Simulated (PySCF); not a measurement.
How close is B3LYP for N,N,N',N'-tetramethyl-p-phenylenediamine radical cation?

The experiment to reproduce: a(14N N2/N8) 7.02 G [1]; a(1H mean of H13, H14, H15, H16, H17, H18, H21, H22, H23, H24, H25, H26) 6.74 G [1]. Sources and the comparison follow the method.

Compound: N,N,N',N'-tetramethyl-p-phenylenediamine radical cation, C10H16N2 (charge +1 and doublet state).
Geometry (PBE0-D3(BJ)/def2-SVP, Å), atoms numbered from 1 in this order:
```xyz
28
C10H16N2 angstrom
C     -3.639    0.628    0.566
N     -2.762   -0.194   -0.249
C     -3.355   -1.134   -1.183
C     -1.421   -0.095   -0.131
C     -0.544   -0.911   -0.906
C      0.816   -0.812   -0.787
C      1.418    0.113    0.118
N      2.759    0.212    0.236
C      3.636   -0.630   -0.557
C      3.351    1.133    1.190
C      0.541    0.926    0.897
C     -0.819    0.827    0.777
H     -3.492    1.699    0.352
H     -3.465    0.452    1.638
H     -4.680    0.375    0.342
H     -4.443   -1.022   -1.164
H     -3.109   -2.173   -0.912
H     -3.009   -0.944   -2.210
H     -0.949   -1.637   -1.610
H      1.437   -1.463   -1.400
H      3.439   -0.504   -1.632
H      3.514   -1.693   -0.295
H      4.676   -0.346   -0.367
H      3.062    0.878    2.222
H      4.442    1.077    1.115
H      3.047    2.170    0.981
H      0.945    1.648    1.605
H     -1.440    1.475    1.393
```

The hyperfine couplings belong to this conformer and change with its torsions.

Identity: `CN(C)c1ccc(N(C)C)cc1` (N,N,N',N'-tetramethyl-p-phenylenediamine radical cation) [SMILES of the parent framework; charge +1 and doublet state].

Computed, not measured: UKS B3LYP, IGLO-III on C N, pcH-1 on H, non-relativistic, mean-field spin-orbit, GIAO (PySCF). No stability test was run, so a lower SCF solution isn't excluded.

```tsv
nucleus	computed a_iso (MHz)	published	in MHz	difference of magnitudes (MHz)	source
14N N2/N8	14.8	7.02 G	19.7	-4.9	[1]
1H mean of H13, H14, H15, H16, H17, H18, H21, H22, H23, H24, H25, H26	23.5	6.74 G	18.9	+4.6	[1]
```

Values published in field units are turned into MHz with the computed g_iso.

Sources: [1] measured, solution (EPR); Hermosilla, Calle, Garcia de la Vega, RSC Adv. 2015, Modeling EPR parameters of nitrogen containing conjugated radical cations.

In relative terms the largest miss is 14N N2/N8, by 25 %. The measured numbers hold vibrational averaging and, outside the gas phase, effects of the matrix or solvent; the computed ones belong to one rigid, isolated geometry and carry the errors of functional and basis. An EPR spectrum gives magnitudes, so published signs often rest on theory.

Largest spin populations (Mulliken): N2 (+0.29), N8 (+0.29), C7 (+0.10) and C4 (+0.10).

The unrestricted determinant has ⟨S²⟩ = 0.7602 (exact 0.7500), so spin contamination is small.
